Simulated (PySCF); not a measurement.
Metal–ligand bonds in Ti(F)3–Y. Isolated molecules, 0 K electronic values unless said otherwise. One relaxed conformer stands for each flexible species; it need not be the lowest. Multiplicities are imposed; where one is given, others were not computed. Strings in code marks are SMILES.

The charge on the central atom (Mulliken) from two functionals at the same geometries (PBE-D3(BJ)/def2-SVP), both in PySCF: PBE-D3(BJ)/def2-TZVP and TPSSh-D3(BJ)/def2-TZVP. 

```csv
species,PBE-D3(BJ)/def2-TZVP (e),TPSSh-D3(BJ)/def2-TZVP (e)
Y = Cl ([Ti(F)3(Cl)]),1.37,1.54
Y = F ([Ti(F)4]),1.48,1.66
Y = OH ([Ti(F)3(OH)]),1.45,1.63
Y = NH2,1.42,1.60
```

Over these rows, drawn at random from the members with no instability flagged (it was tested for open shells, ions and some series alone), PBE minus TPSSh-D3(BJ): mean -0.18 e, from -0.19 e to -0.17 e.
